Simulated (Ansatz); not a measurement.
Stepwise reaction of `F[SiH](F)[AlH2]` with hydrogen, as a gas-phase model of exchange steps in deposition or etching. ΔE in kJ/mol.

Program: Ansatz. Geometries: PBE0-D4/def2-TZVP. ΔE: electronic, gas phase. CCSD(T)/CBS adds triple-zeta CCSD(T) − MP2 to the extrapolated MP2 energy (def2 sets, frozen cores). This one scheme is used for every species. DFT in def2-TZVPP. B3LYP here is the variant with VWN-RPA as its local correlation; programs differ in this.

```tsv
step	reaction	PBE-D4	B3LYP-D4	ωB97M-V	CCSD(T)/CBS
2	`F[SiH2][AlH2]` + H₂ → `[AlH2][SiH3]` + H–F	87.3	97.6	95.7	92.7
```

Give the row of step 1, `F[SiH](F)[AlH2]` + H₂ → `F[SiH2][AlH2]` + H–F. (Best estimate.)

Ansatz gave: 
```json
{"step": "1", "reaction": "`F[SiH](F)[AlH2]` + H₂ → `F[SiH2][AlH2]` + H–F", "PBE-D4": "119.8", "B3LYP-D4": "128.8", "ωB97M-V": "128.6", "CCSD(T)/CBS": "124.7"}
```

By hand: ΔE of the 2 steps together at CCSD(T)/CBS.

(124.7) + (92.7) = 217.4 kJ/mol, or 108.7 kJ/mol a step.

In ΔE each step is lower than the one before. All are uphill at CCSD(T)/CBS. PBE-D4 differs from CCSD(T)/CBS by -5.4 to -4.9 kJ/mol a step. Isolated molecules leave out the surface, adducts and barriers. Largest T1 diagnostic: 0.012.
